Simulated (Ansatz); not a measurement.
A nudged elastic band was laid between two geometries of CH₅AlN₂O (10 atoms, charge 0, multiplicity 1).

All numbers below come from RHF/6-31G* in Ansatz 0.2.0.

```json
{
  "movable images": "9",
  "climbing image": "yes",
  "spring": "5.0 eV/Å²",
  "optimiser": "quadratic models (default)",
  "start path": "through a guess of the saddle point",
  "force threshold": "0.05 eV/Å",
  "iteration limit": "57",
  "end points": "relaxed"
}
```

Initial state:

```xyz
10
Properties=species:S:1:pos:R:3
O 0.937 -0.167 -2.551
Al 0.384 -0.076 -0.966
N 0.915 -0.510 0.658
C -0.329 0.022 1.224
N -0.992 0.476 -0.004
H 0.510 0.107 -3.345
H 1.549 -0.986 1.253
H -0.905 -0.744 1.743
H -0.147 0.842 1.919
H -1.840 0.984 0.073
```

Final state:

```xyz
10
Properties=species:S:1:pos:R:3
O 0.504 0.056 -2.674
Al 0.177 0.030 -1.025
N 0.851 -0.506 0.517
C -0.320 0.020 1.227
N -1.081 0.553 0.092
H 1.254 -0.282 -3.135
H 1.572 -0.940 1.042
H -0.865 -0.762 1.756
H -0.052 0.796 1.943
H -1.958 0.985 0.260
```

Task: Which bonds break or form, and what moves?

Result: No bond is made or broken. The dihedral H6–O1–Al2–N5 goes from -1 to -180°. The two ends are copies of one structure, up to a mirror image or an exchange of like atoms.

Task: What energy profile does the band end with?

Result: It converged. The highest image is number 5 of 0 to 10, 0.8 kcal/mol above the ends, which have the same energy within 2 meV. A vibrational analysis at the climbing image gives one clearly imaginary mode, 202i cm⁻¹: a first-order saddle point.

```
image  path coordinate (Å)  energy (kcal/mol)  dihedral H6–O1–Al2–N5 (°)
    0                 0.00                0.0                         -1
    1                 0.21                0.0                          1
    2                 0.41                0.1                         20
    3                 0.62                0.4                         43
    4                 0.82                0.7                         67
    5                 1.03                0.8                         91
    6                 1.19                0.7                        111
    7                 1.36                0.5                        131
    8                 1.52                0.2                        149
    9                 1.68                0.0                        167
   10                 1.85                0.0                       -180
```

Task: What is the geometry of the highest image?

Result: 
```xyz
10
Properties=species:S:1:pos:R:3
O 0.551 -0.308 -2.645
Al 0.198 -0.150 -1.010
N 0.829 -0.608 0.574
C -0.302 0.052 1.234
N -1.014 0.565 0.059
H 1.067 0.220 -3.229
H 1.567 -0.965 1.131
H -0.909 -0.645 1.812
H 0.023 0.853 1.898
H -1.926 0.935 0.178
```

Task: What are the harmonic wavenumbers there?

Result: 202i, 168, 179, 232, 306, 465, 506, 546, 798, 879, 1017, 1080, 1099, 1195, 1246, 1281, 1424, 1528, 1703, 3152, 3173, 3919, 3922, 4217 cm⁻¹.

Run time: 8.4 min on 1 thread of Arm Neoverse V1 (shared host), peak memory 0.16 GiB.
